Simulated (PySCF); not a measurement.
# Telling isomers of C3H5N3Si apart by NMR

PySCF 2.14 calculation with NMR shieldings at PBE0/pcSseg-1/GIAO and geometry: GFN2-xTB; no solvent, one conformer, averaged over atoms made equivalent by symmetry, fast rotation or ring inversion, non-relativistic Hamiltonian.

δ = σ(ref) − σ, references computed at the same level: TMS for 1H and 13C. Where no couplings were computed, multiplicities follow the n + 1 count of equivalent neighbours, and m marks all less simple cases (inequivalent or close neighbours, rings, F or P nearby). Shifts are as computed. Against solution values, carbons near 30 ppm lie about +3 ppm off and those near 130 ppm about +5 ppm. Of 1309 compounds with measured shifts, 239 miss one by over three times the rms of a fit or turn the order of signals round; such compounds aren't used in these exercises. OH and NH positions are gas-phase values without hydrogen bonding to other molecules.

(1) Tabulate the signals of `[SiH3]c1ccnnn1`, `C[Si](N)(C#N)C#N` and their relative energies.

(2) What is the quickest way to tell [SiH3]c1ccnnn1 from C[Si](N)(C#N)C#N?

## Answers

(1) 
```tsv
SMILES	carbon types	δC	δH	E rel. (kcal/mol)
[SiH3]c1ccnnn1	1×C 2×CH	167.1, 152.1, 130.4	9.17 (d, 1H), 7.59 (d, 1H), 4.68 (s, 3H)	76.0
C[Si](N)(C#N)C#N	2×C 1×CH3	124.1, -0.2	1.17 (br s, 2H), 0.65 (s, 3H)	0.0
```

Energies are electronic energies at PBE0/pcSseg-1 on these geometries, without zero-point or thermal terms, each for the one conformer computed, which needn't be the lowest.

(2) Count the carbon signals: 3 against 2. The first has an aromatic CH next to a ring nitrogen at 152.1 ppm, the second a methyl carbon bonded to Si (CH3) at -0.2 ppm. Their most deshielded carbons lie at 167.1 and 124.1 ppm. In the proton spectra the most deshielded non-exchanging signals are 9.17 (d, 1H) and 0.65 (s, 3H).
